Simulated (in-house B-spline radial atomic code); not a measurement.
Results of a calculation; reference values are marked as such.
**Mn in an electron gas of r_s = 2.2: phase shifts, screening, friction and resistivity**

A nucleus sits in a uniform electron gas with a rigid positive background. The Kohn-Sham equations are solved self-consistently in the spin-unpolarised LDA (PW92), non-relativistic, on B-splines with outgoing waves at the boundary and partial waves to l = 8. The model has no lattice, no bands and no magnetic solution. Atomic units; δ_l are the phase shifts at the Fermi level, counted so that each bound state adds π, and good to about 0.0005.

The density parameter is r_s = 2.2 bohr, near that of the valence electrons of Ga (3 per atom, density 5.91 g/cm³, mass 69.72 u, which gives r_s = 2.19).

```tsv
l	δ_l (rad)
0	9.0369
1	6.3075
2	2.2565
3	0.0017
4	0.0009
5	-0.0002
6	-0.0002
7	-0.0004
8	-0.0003
```

Bound levels below the band bottom (hartree): s -233, s -26.14, p -22.34, s -2.396, p -1.32.

(1) Check the Friedel sum rule, and say where the screening charge sits.

(2) Find the transport cross section and the electronic stopping of a 2 keV Mn ion (mass 54.94 u).

(3) What residual resistivity would 1 atomic per cent of such centres give in Ga?

(4) On a substitutional site the background of one host ion, a sphere holding 3 charges, is taken out. The phase shifts for l = 0 to 4 become 8.6177, 5.8985, 1.7682, -0.0619, -0.0144. What follows?

Results:

(1) k_F = (9π/4)^(1/3)/r_s = 0.87234. The rule is Z = (2/π) Σ (2l + 1) δ_l. The terms are s 5.753, p 12.046, d 7.183, f 0.008 and -0.005 beyond, in all 24.985 against Z = 25. Bound states hold 6 s, 12 p, 0 d electrons, so the scattering states carry 6.98 in all; where a term is smaller than its bound count, the bound level has drawn weight out of the band.

(2) σ_tr = (4π/k_F²) Σ (l + 1) sin²(δ_l − δ_(l+1)). The terms for l = 0 to 3 are 0.1605, 1.2455, 1.8021, 0.0000, all together 3.2081, so σ_tr = 16.513 × 3.2081 = 52.976 bohr². With n = 3/(4π r_s³) = 0.02242, the friction coefficient is Q = n k_F σ_tr = 1.0361. For v well below v_F = 0.872, dE/dx = Q v; with 24801 eV per u at v = 1, v = √(2000/(24801 × 54.94)) = 0.0383, so dE/dx = 0.03970 hartree/bohr = 20.4 eV/nm. The largest term couples the d and f waves.

(3) Δρ = k_F n_i σ_tr/n in atomic units of 21.74 μΩ·cm. With one host atom per 3 electrons, n_i/n = 0.01/3, so Δρ = 0.8723 × 0.00333 × 52.976 × 21.74 = 3.35 μΩ·cm. This is an atom added to the gas, as on an interstitial site.

(4) The Friedel sum is now 21.99, for Z − 3 = 22. The sum in σ_tr is 4.3760, so σ_tr = 72.26 bohr² and Δρ = 4.57 μΩ·cm per atomic per cent, 1.36 times the value above. A real host ion scatters too, so this model doesn't give zero even for the host's own atom.
